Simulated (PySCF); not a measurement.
V²⁺: ionisation energy

V²⁺ [Ar] 3d3 (4F) → V³⁺ [Ar] 3d2 (3F), as a difference of total energies. Calculation: PySCF 2.14, in x2c-TZVPPall with one added diffuse shell each of s, p, d, f type (7s6p5d3f1g, 80 functions); the spin-free X2C one-electron Hamiltonian (Gaussian nucleus). Correlated levels: valence: [Ar] frozen; valence and next inner shell: [Ne] frozen. The calculations carry no spin-orbit coupling.

```tsv
method	ionisation energy (eV)
UHF	28.159
LDA	30.026
PBE	29.789
PBE0	29.620
r2SCAN	29.750
TPSSh	29.432
LC-wPBE	29.710
MN15	29.618
M06-L	29.507
MP2 (valence)	28.524
SCS-MP2 (valence)	28.280
MP2 (valence and next inner shell)	29.127
SCS-MP2 (valence and next inner shell)	28.861
```

A first-order spin-orbit estimate (lowest level to lowest level, LS coupling) adds -0.008 eV.

Errors of the correlated levels include the incompleteness of this basis and the frozen core.

Which method comes closest to the reference value, and which is furthest?

The reference is 29.311 eV (measured; NIST Atomic Spectra Database, ionization energies). Closest: TPSSh (error 0.113 eV); furthest: UHF (error -1.160 eV), both after the spin-orbit estimate.
